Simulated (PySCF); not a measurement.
**Bonding in `C=CC/C(=C\C)CCC`**

C9H16.
SMILES with atom numbers: `[CH2:1]=[CH:2][CH2:3]/[C:4](=[CH:5]\[CH3:6])[CH2:7][CH2:8][CH3:9]` (hydrogens: H10, H11 on C1; H12 on C2; H13, H14 on C3; H15 on C5; H16, H17, H18 on C6; H19, H20 on C7; H21, H22 on C8; H23, H24, H25 on C9)

Geometry (GFN2-xTB, Å), atoms numbered from 1 in this order:
```xyz
25
C9H16 angstrom
C      2.569   -1.912    0.006
C      2.311   -0.619    0.028
C      1.243    0.017    0.866
C      0.174    0.584   -0.036
C      0.132    1.842   -0.456
C      1.080    2.952   -0.137
C     -0.869   -0.412   -0.469
C     -1.982   -0.554    0.575
C     -3.036   -1.564    0.140
H      2.030   -2.610    0.627
H      3.334   -2.332   -0.626
H      2.859    0.062   -0.609
H      0.803   -0.731    1.528
H      1.684    0.803    1.482
H     -0.679    2.134   -1.114
H      1.517    3.338   -1.058
H      0.545    3.773    0.341
H      1.886    2.633    0.516
H     -1.314   -0.098   -1.416
H     -0.396   -1.384   -0.624
H     -2.450    0.421    0.728
H     -1.553   -0.867    1.529
H     -3.813   -1.656    0.896
H     -3.500   -1.255   -0.794
H     -2.586   -2.544   -0.011
```

Bond orders from the PBE0/pcSseg-1 density (PySCF). Geometry: GFN2-xTB, one conformer, isolated molecule.

(1) How far do the computed orders between heavy atoms stray from the drawn ones?

(2) Set the Mayer orders of the bonds between heavy atoms beside their lengths.

Results:

(1) The largest departure is 0.125, at C4–C5 (drawn double, 1.875).

(2) 
```tsv
bond	drawn as	length (Å)	Mayer order
C1–C2	double	1.319	1.979
C2–C3	single	1.499	1.022
C3–C4	single	1.509	1.031
C4–C5	double	1.327	1.875
C5–C6	single	1.494	1.085
C4–C7	single	1.505	1.058
C7–C8	single	1.533	1.007
C8–C9	single	1.523	1.065
```

By pair of heavy elements: C–C: lowest C7–C8 (1.007, 1.533 Å), highest C1–C2 (1.979, 1.319 Å); in 3 of the 28 pairs the longer bond (by over 0.003 Å) has the higher order (by 0.02 or more).

**Question.** And the bonds to hydrogen?

**Answer.** C–H: 0.93 to 0.97 (16 bonds).

**Question.** Sum the orders of all bonds at each heavy atom with more than one neighbour and set the sums beside the valence in the SMILES.

**Answer.** C1 3.887 (drawn 4), C2 3.959 (drawn 4), C3 3.923 (drawn 4), C4 3.964 (drawn 4), C5 3.912 (drawn 4), C6 3.943 (drawn 4), C7 3.946 (drawn 4), C8 3.971 (drawn 4), C9 3.967 (drawn 4). Orders between atoms that aren't bonded are not in these sums.

For a closed shell the Mayer order of atoms A and B is Σ (PS)μν (PS)νμ over the basis functions μ on A and ν on B, with P the density and S the overlap matrix.
